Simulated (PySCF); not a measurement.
C6H12AlNS.
Bonds: C1–N2, N2–C3, N2–Al4, Al4–C5, C5–C6 (aromatic), C6–C7 (aromatic), C7–C8 (aromatic), C8–S9 (aromatic), C5–S9 (aromatic). Hydrogens: H10, H11, H12 on C1; H13 on N2; H14, H15, H16 on C3; H17, H18 on Al4; H19 on C6; H20 on C7; H21 on C8.

Theory: PySCF, PBE0-D3(BJ)/def2-SVP geometry optimisation, gas phase.

(1) List the bond lengths, angles and torsions at this level.

Answers

(1) 
```json
{"bond": "C1–N2, N2–C3", "length (pm)": "146.7"}
{"bond": "N2–Al4", "length (pm)": "206.6"}
{"bond": "Al4–C5", "length (pm)": "197.5"}
{"bond": "C5–C6", "length (pm)": "138.4"}
{"bond": "C6–C7", "length (pm)": "142.4"}
{"bond": "C7–C8", "length (pm)": "137.2"}
{"bond": "C8–S9", "length (pm)": "171.6"}
{"bond": "C5–S9", "length (pm)": "173.2"}
{"bond": "C1–H10 and 5 like bonds", "length (pm)": "110.0"}
{"bond": "N2–H13", "length (pm)": "102.2"}
{"bond": "Al4–H17, Al4–H18", "length (pm)": "160.5"}
{"bond": "C6–H19", "length (pm)": "109.3"}
{"bond": "C7–H20", "length (pm)": "109.2"}
{"bond": "C8–H21", "length (pm)": "109.0"}
```

Bonds in one row agree within 1 pm and their mean is given. A selection of angles:
```json
{"angle": "N2–C1–H10", "degrees": "108.8"}
{"angle": "N2–C1–H12", "degrees": "111.6"}
{"angle": "H10–C1–H11", "degrees": "108.1"}
{"angle": "H10–C1–H12", "degrees": "109.1"}
{"angle": "C1–N2–C3", "degrees": "112.5"}
{"angle": "C1–N2–Al4", "degrees": "111.9"}
{"angle": "C1–N2–H13", "degrees": "108.4"}
{"angle": "Al4–N2–H13", "degrees": "103.9"}
{"angle": "N2–Al4–C5", "degrees": "100.4"}
{"angle": "N2–Al4–H17", "degrees": "99.7"}
{"angle": "C5–Al4–H17", "degrees": "114.7"}
{"angle": "C5–Al4–H18", "degrees": "117.0"}
{"angle": "H17–Al4–H18", "degrees": "119.6"}
{"angle": "Al4–C5–C6", "degrees": "128.6"}
{"angle": "Al4–C5–S9", "degrees": "122.9"}
{"angle": "C6–C5–S9", "degrees": "108.4"}
{"angle": "C5–C6–C7", "degrees": "114.6"}
{"angle": "C5–C6–H19", "degrees": "122.3"}
{"angle": "C7–C6–H19", "degrees": "123.1"}
{"angle": "C6–C7–C8", "degrees": "112.2"}
{"angle": "C6–C7–H20", "degrees": "124.4"}
{"angle": "C8–C7–H20", "degrees": "123.4"}
{"angle": "C7–C8–S9", "degrees": "110.8"}
{"angle": "C7–C8–H21", "degrees": "128.0"}
{"angle": "S9–C8–H21", "degrees": "121.2"}
{"angle": "C5–S9–C8", "degrees": "93.9"}
{"angle": "H13–N2–C3", "degrees": "108.3"}
```

Dihedral angles: C1–N2–Al4–C5 68° (synclinal); N2–Al4–C5–C6 93° (anticlinal). The mirror-image conformer, all signs reversed, is as good.

Of the pairs four or more bonds apart, S9···H10 is among the closest relative to their van der Waals radii: 2.97 Å, 99 % of the sum of Bondi's values. The 5-membered ring C5–C6–C7–C8–S9 has internal angles of 93.9° to 114.6°; it is planar, 0.00 Å rms from its mean plane, widest ring torsion 1°. The C–C distances run from 1.372 Å (C7–C8, aromatic) to 1.424 Å (C6–C7, aromatic), a spread of 0.052 Å. N2 (nitrogen bonded to Al, 2 C and H) is distorted tetrahedral (angles from 103.9° to 112.5°). Al4 (aluminium bonded to C, N and 2 H) is distorted tetrahedral (angles from 99.6° to 119.6°). S9 (thiophene-type sulfur) is bent (angle 93.9°).

Point group: C1 (no symmetry element, even within 0.4 Å). No PBE0-D3(BJ)/def2-SVP frequencies stand behind this structure, so it isn't proved a minimum. The numbers are those of one conformer.

Cost: about 16 min of CPU time on one thread; the machine was shared, so the figure is rough. That covers the optimisation of the geometry.
